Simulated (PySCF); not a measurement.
Bond stretch in SMILES CF. The C1–H5 bond (C1 also carries F, H, H; H5 carries nothing else) is pulled apart rigidly from the PBE0/def2-TZVP optimised geometry.

- UHF/cc-pVDZ (PySCF)
- RCCSD = CCSD on RHF/cc-pVDZ, 2 core orbitals frozen (PySCF)
- UHF/STO-3G = unrestricted Hartree-Fock/STO-3G run with PySCF 2.14.0

Energies are in kcal/mol, each relative to the lowest point of its own curve near equilibrium.

```csv
R / Å,UHF,RCCSD,UHF/STO-3G
0.87,31.8,34.5,40.0
0.93,14.7,16.7,19.3
0.97,7.6,9.1,10.3
1.04,1.1,1.7,1.8
1.05,0.7,1.2,1.2
1.09,0.0,0.0,0.0
1.13,0.7,0.2,0.5
1.17,2.4,1.4,2.5
1.19,3.6,2.3,3.9
1.27,10.1,7.7,12.0
1.35,18.4,14.9,23.1
1.48,33.8,28.3,44.6
1.66,56.0,47.3,74.9
1.80,68.6,60.9,88.9
1.95,76.7,73.8,97.6
2.18,83.0,89.7,104.2
2.39,85.6,100.3,106.9
2.67,87.2,109.9,108.5
2.98,87.8,116.0,109.1
3.25,88.0,119.0,109.3
3.84,88.2,122.0,109.4
```

At the longest distance, 3.84 Å, RCCSD lies highest above its minimum (122.0 kcal/mol) and UHF lowest (88.2 kcal/mol).

The unrestricted determinant behind UHF, UHF/STO-3G is spin-contaminated at 1.66 to 3.84 Å (<S²> up to 1.0, against 0.00 for a pure singlet). The T1 diagnostic of CCSD on the restricted reference of RCCSD exceeds 0.045 at 2.98 to 3.84 Å.
